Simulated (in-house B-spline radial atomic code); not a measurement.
**Binding energies in Mg+**

NIST's tabulated ground configuration is [Ne] 3s1; each binding energy is the energy of the ion with one electron taken from that subshell, relaxed, less that of the parent. Method: Dirac-Hartree-Fock, average of configuration, Fermi nucleus of rms radius 3.057 fm. Calculated with a B-spline radial code for spherical atoms. Energies include first-order Breit, QED and recoil terms.

```tsv
subshell	X-ray name	binding energy (eV)	-ε (eV)	relaxation (eV)
2p1/2	L2	66.71	71.01	4.27
2p3/2	L3	66.44	70.69	4.24
3s	M1	14.74	14.76	0.01
```

Relaxation = -ε minus the binding energy without Breit, QED and recoil terms.

Emission lines follow as differences of binding energies, with λ = 12398.42 eV·Å / E:

| line | holes | energy (eV) | wavelength (Å) |
| --- | --- | --- | --- |
| L3-M1 | 2p3/2 → 3s | 51.7 | 239.81 |
